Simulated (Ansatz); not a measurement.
Consider the isomerisation: `CO[Si](N)(F)F` → `OC(F)(F)N[SiH3]`.

Isolated molecules relaxed with PBE0-D4/def2-TZVP in Ansatz; ΔE leaves out vibrations. CBS: MP2 limit from def2 TZ/QZ plus the TZ coupled-cluster correction, frozen cores. DFT in def2-TZVPP. B3LYP here is the variant with VWN-RPA as its local correlation; programs differ in this. Each species was taken in one conformer, which may not be the lowest.

`CO[Si](N)(F)F`:

Z-matrix (Å, degrees):
```
C
O 1 1.413
H 1 1.093 2 110.5
H 1 1.093 2 111.5 3 -121.5
H 1 1.091 2 108.0 3 118.9
Si 2 1.611 1 126.4 3 81.0
F 6 1.591 2 107.7 1 35.8
N 6 1.675 2 108.8 1 161.6
F 6 1.585 2 113.4 1 -78.2
H 8 1.004 6 122.5 2 -39.6
H 8 1.004 6 122.6 2 155.6
```

`OC(F)(F)N[SiH3]`:

```xyz
11

O    -1.047   -0.583   -1.839
C    -0.327    0.204   -1.003
F    -1.099    1.179   -0.444
F     0.584    0.910   -1.758
N     0.259   -0.538    0.009
Si    0.497   -0.004    1.645
H    -1.232   -0.083   -2.642
H     0.609   -1.428   -0.302
H     1.320   -1.077    2.257
H    -0.783    0.129    2.381
H     1.219    1.291    1.697
```

Is it downhill or uphill in electronic energy at CCSD(T)/CBS, and by how much? (Estimate.)

Ansatz gave: Uphill: ΔE = +5.45 eV.

What do these levels give: r2SCAN-D4, B3LYP-D4, ωB97X-V, ωB97M-V, B2PLYP, PBE, r2SCAN, HF/def2-TZVPP, CCSD/def2-TZVPP, HF/def2-QZVPP, MP2/def2-QZVPP, SCS-MP2/def2-QZVPP? (Estimate.)

Ansatz gave: r2SCAN-D4 5.19, B3LYP-D4 5.27, ωB97X-V 5.08, ωB97M-V 5.20, B2PLYP 5.37, PBE 4.89, r2SCAN 5.19, HF/def2-TZVPP 5.44, CCSD/def2-TZVPP 5.36, HF/def2-QZVPP 5.51, MP2/def2-QZVPP 5.60, SCS-MP2/def2-QZVPP 5.56 eV.

Largest T1 diagnostic among the species: 0.011.

From PBE to PBE0 (25 % exact exchange), in def2-TZVPP and without D4, ΔE moves by +0.15 eV.
